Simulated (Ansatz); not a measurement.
Ansatz (an electronic-structure program) input (HF/6-31G* with LANL2DZ past Ar): The .json file joins the Basis Set Exchange's 6-31G* for atoms up to Ar and LANL2DZ past it.

Ansatz 0.2 input:
```yaml
crystal:
  periodic: [false, false, false]
  atoms:
    - {symbol: Ge, position_ang: [-0.01667653, -0.02374786, -0.02936325]}
    - {symbol: H, position_ang: [0.55173632, -0.94519677, 1.07018852]}
    - {symbol: H, position_ang: [-1.12441123, 0.88709926, 0.54024778]}
    - {symbol: H, position_ang: [1.10632396, 0.81802910, -0.67081224]}
basis:
  gaussian:
    orbitals: 6-31Gs+LANL2DZ.json
hamiltonian:
  xc: {name: HF}
magnetization: {spin_polarized: true, initial_magnetization: 1}
relax: {f_tol: 0.003, max_steps: 120}
```

Question: Predict the final energy.

Answer: -5.31807 Eh.
